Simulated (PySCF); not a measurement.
NICS in isomers of C7H7N.

NICS = −σ at a ghost point: NICS(0) at the centroid of the ring atoms, NICS(1) 1 Å to either side along the normal of their mean plane, zz for the tensor component along that normal. Level: GIAO PBE0/pcSseg-1 (PySCF, non-relativistic, gas phase) on the GFN2-xTB geometries, one conformer each. Atom numbers follow the mapped SMILES.

Question: Order these rings by mean NICS(1)zz, lowest (most negative) first (ppm).
A. ring C4–C5–C6–C7 in `[CH2:1]=[N:2]/[CH:3]=[C:4]1\[CH:5]=[CH:6][C:7]1=[CH2:8]`
B. ring C3–C4–C5–N6–C7–C8 in `[CH2:1]=[CH:2][c:3]1[cH:4][cH:5][n:6][cH:7][cH:8]1`
C. ring C5–C6–C7 in `[N:1]#[C:2][C:3]1=[CH:4][C@@H:5]2[CH2:6][C@@H:7]2[CH2:8]1`

Answer: B (-26.5), C (-23.0), A (3.9).

```tsv
SMILES	ring	NICS(0)	NICS(1)	NICS(1)zz	HOMA	rms pucker (Å)	ring atoms with four or more neighbours
C=Cc1ccncc1	6-membered ring with N; formal bonds all aromatic	-6.7	-10.7	-26.5	0.99	0.00	0
N#CC1=C[C@@H]2C[C@@H]2C1	3-membered carbocycle; formal bonds all single	-42.5	-8.4	-23.0	–	0.00	3
C=N/C=C1\C=CC1=C	4-membered carbocycle; formal bonds 1 double, 3 single	5.8	-2.0	3.9	-0.65	0.00	0
```

NICS(0) gives another order. The isotropic NICS(1) gives the same order. HOMA uses Krygowski's 1993 parameters; it is left out where a ring has a four-coordinate atom, a triple bond, no multiple bond or a kind of bond without parameters. NICS(1) and NICS(1)zz are means over the two faces.
